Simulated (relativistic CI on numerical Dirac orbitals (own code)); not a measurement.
# Ge²⁰⁺: sensitivity of the levels to the model

Base calculation: Dirac-Coulomb-Breit CI, KLI orbitals optimised for each configuration, a model potential for QED, unscaled Slater integrals.

Configurations in the expansion (outside the closed core [Ne]): 3s2, 3s 3p, 3p2, 3s 3d, 3d2, 3p 3d, 3p 4s, 3d 4s, 3s 4s, 3s 4p, 3s 4d, 3s 4f, 3s 5s, 3s 5p, 3s 5d, 4s2. Levels of other configurations are missing.

The lowest level and the first level of each name with at least 55 % of one term (blank where a level has no safe partner in the second run):

```csv
Level,Base (cm⁻¹),Shift (cm⁻¹)
3s2 1S_0,0,0
3s 3p 3P°_0,325094,+1350
3s 3p 3P°_1,339731,+1351
3s 3p 3P°_2,381990,+1351
3s 3p 1P°_1,513862,+1368
3p2 3P_0,779914,+2663
3p2 1D_2,808640,+2442
3p2 3P_1,815022,+2671
3p2 3P_2,865520,+2564
3s 3d 3D_1,969269,+1139
3p2 1S_0,969560,+2597
3s 3d 3D_2,972925,+1140
3s 3d 3D_3,978747,+1139
3s 3d 1D_2,1093643,+1470
```

At this charge energies of transitions that change n are usually good to better than 1 %, and those within a shell (Δn = 0) to a few per cent.

Task: One thing was changed in a second run, which moved the levels as shown. Which?
A. Breit term removed
B. P86 correlation estimate
C. QED terms removed
D. configuration mixing switched off

Result: B. P86 correlation estimate. A correlation estimate moves all levels of a configuration together before mixing; mixed levels move by a weighted share.

LS names give the leading component of a level, which can be under half, so a name can repeat, a term be missing and a line seem to break the LS rules.
